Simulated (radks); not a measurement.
Cs5+, configuration [Kr] 4d10 5s2 5p2.

Method: scalar-relativistic Kohn-Sham, SOGGA, spin-unpolarised, spherical densities, point nucleus; computed with a radial shooting solver on a logarithmic mesh with Libxc functionals.

Energy parts (eV):
part                      energy
total                 -211633.76
kinetic                222989.74
electron-nucleus      -509365.00
Hartree                 79819.22
exchange-correlation    -5077.72

Orbitals (lengths in bohr, moments of r in powers of bohr):
| orbital | occ. | eigenvalue (eV) | <r^2> | <1/r> |
|---|---|---|---|---|
| 1s | 2 | -35842.47 | 0.0009256 | 59.38 |
| 2s | 2 | -5672.134 | 0.01484 | 13.64 |
| 2p | 6 | -5095.042 | 0.01178 | 13.00 |
| 3s | 2 | -1225.335 | 0.1022 | 4.915 |
| 3p | 6 | -1039.621 | 0.1023 | 4.667 |
| 3d | 10 | -766.8691 | 0.08840 | 4.423 |
| 4s | 2 | -277.7988 | 0.5433 | 2.021 |
| 4p | 6 | -218.2961 | 0.6189 | 1.859 |
| 4d | 10 | -131.5215 | 0.7979 | 1.595 |
| 5s | 2 | -78.4471 | 2.874 | 0.8227 |
| 5p | 2 | -62.6980 | 3.611 | 0.7272 |

The highest occupied level is 5p at -62.698 eV. Summed over all electrons, <r^2> = 27.56 bohr^2, which gives a Langevin (diamagnetic) susceptibility term of -21.8 x 10^-6 cm^3/mol. The density falls to 0.001 e/bohr^3 at r = 3.23 bohr.
